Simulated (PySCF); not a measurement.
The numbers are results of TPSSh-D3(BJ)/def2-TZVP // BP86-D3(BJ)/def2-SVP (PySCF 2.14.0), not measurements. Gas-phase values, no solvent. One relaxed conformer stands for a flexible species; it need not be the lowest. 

Reference species: [Zr(F)(NH2)3] (neutral, multiplicity 1).

```json
{
  "mean_distance_from_the_central_atom_to_its_bonded_neighbours": "2.023 Å",
  "coordination_number": "4",
  "charge on the central atom (Mulliken)": "1.72 e"
}
```

Changed species: [Zr(F)3(NH2)] (1 of 4 F replaced by NH2; the reference has 3 of 4 F replaced by NH2).

Task: Predict the effect on the mean distance from the central atom to its bonded neighbours, coordination number and charge on the central atom (Mulliken).

Result: the mean distance from the central atom to its bonded neighbours drops by 0.076 Å, to 1.947 Å; the coordination number is nearly the same; the charge on the central atom (Mulliken) increases by 0.06 e, to 1.78 e.
